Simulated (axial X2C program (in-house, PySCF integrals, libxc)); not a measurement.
**InSe⁺: from the spin-free to the two-component result**

Computed with an in-house all-electron X2C program for linear molecules (integrals from PySCF). Spin-free means the one-electron spin-free X2C Hamiltonian; two-component (2c) means X2C with spin–orbit coupling and atomic mean-field two-electron Coulomb and Gaunt terms, so the difference of the two also holds small scalar two-electron terms. Basis: In dyall-cv3z [11s12p9d4f1g], Se dyall-cv3z [8s9p6d4f1g] (cores contracted in-house); Gaussian nuclei, density fitting, unrestricted open shells. Masses: In 114.904 u, Se 79.917 u.

Spin-free state: M_S = 1, Λ = 1 (beyond evenly filled blocks: σα, π+α, π+β, π-α); fragments In+ + Se.

```csv
level,Re (Å),ωe (cm⁻¹),De (eV),μ (D)
PBE0,2.658,133.6,0.350,-2.81
CCSD(T),2.743,97.5,0.213,n/a
B3LYP,2.754,107.3,0.297,-2.84
```

Correlated methods: 8 electrons correlated (number of frozen shells: In 4 s, 3 p, 2 d; Se 3 s, 2 p, 1 d), 276 virtual spin orbitals or spinors in MP2, 90 natural virtuals in coupled cluster.

Dipoles are positive if Se is the positive end and refer to the centre of mass.

Two-component determinant lowest at the distance of the search:

Ω = 2 (⟨Sz⟩ = 0.99, ⟨Lz⟩ = 1.01 at HF); fragments In+ + Se.

```json
{"level": "PBE0", "Re (Å)": "2.664", "ωe (cm⁻¹)": "130.5", "De (eV)": "0.422", "μ (D)": "-2.77"}
{"level": "CCSD(T)", "Re (Å)": "2.760", "ωe (cm⁻¹)": "90.6", "De (eV)": "0.213", "μ (D)": "n/a"}
{"level": "B3LYP", "Re (Å)": "2.768", "ωe (cm⁻¹)": "102.4", "De (eV)": "0.315", "μ (D)": "-2.81"}
```

(1) From the two tables, how do the constants change at the CCSD(T) level (2c against spin-free)?

Dissociation energies refer to the lowest single-determinant-based atoms at the same level and basis. Density functionals use the spin component along the axis (collinear). Coupled cluster ran in a truncated set of natural virtual spinors; the MP2 energy of the rest was added. (T) has no such correction and the atoms are truncated less, which lowers De at CCSD(T) by a hundredth of an eV or more. Without a current term, density functionals place determinants with orbital angular momentum somewhat too high. The atomic limit has a lower orbital projection than the molecule and lies lower at mean-field level, so De may be about a tenth of an eV too small. The state is one determinant with fixed occupations, lowest in a PBE0 search at one distance only: followed along the bond, the spin-free determinant M_S = 1, Λ = 0 reaches 0.29 eV lower at PBE0, so the state shown is not the lowest. With several unpaired electrons one determinant need not be a pure state. Open-shell Ω = 0 determinants with evenly filled partner blocks cannot be reached by this program, so the Ω shown need not be the lowest component. With the outer-core shells frozen, correlated bond lengths of heavy atoms tend to come out a few hundredths of an ångström too long.

Results:

(1) At the CCSD(T) level Re increases by 0.017 Å and ωe drops by 6.9 cm⁻¹; De changes by 0.000 eV.
